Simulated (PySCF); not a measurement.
Species: C5H4F4O2.
InChI=1S/C5H4F4O2/c6-3-1-2-10-4(3)11-5(7,8)9/h1-4H/t3-,4+/m1/s1

Torsions of this conformer, `[F:1][C@@H:2]1[CH:3]=[CH:4][O:5][C@H:6]1[O:7][C:8]([F:9])([F:10])[F:11]`: O5–C6–O7–C8 -73°, C6–O7–C8–F9 -49°.

The closed-shell ground state was solved at several levels (PySCF, density fitting, gas phase, non-relativistic). One conformer (not necessarily the lowest) at the PBE0-D3(BJ)/def2-SVP geometry, without solvent, vibrations or thermal averaging.

```
            level  basis functions  HOMO (eV)  LUMO (eV)  gap (eV)  dipole (D)
    PBE0/pcSseg-1              207      -7.52      -0.38      7.14        1.88
 wB97X-D/pcSseg-2              452      -9.36       1.37     10.73        1.89
wB97X-D/def2-SVPD              270      -9.44       1.32     10.76        1.94
```

(1) Estimate the row for B3LYP/pcJ-1, a basis of 337 functions; the other rows only guide the guess.

(2) Over all these levels, which gives the widest orbital gap and which the narrowest?

(3) How far do the dipole and the HOMO energy spread over the levels?

## Answers

(1) HOMO -7.27 eV, LUMO -0.60 eV, gap 6.67 eV, dipole 1.89 D.

(2) wB97X-D/def2-SVPD (range-separated hybrid) has the widest, 10.76 eV, and B3LYP/pcJ-1 (global hybrid, 20 % exact exchange) the narrowest, 6.67 eV. Functional and basis both differ between the two, so the spread mixes both effects.

(3) The dipole runs from 1.88 to 1.94 D (mean 1.90 D) and the HOMO from -9.44 to -7.27 eV.
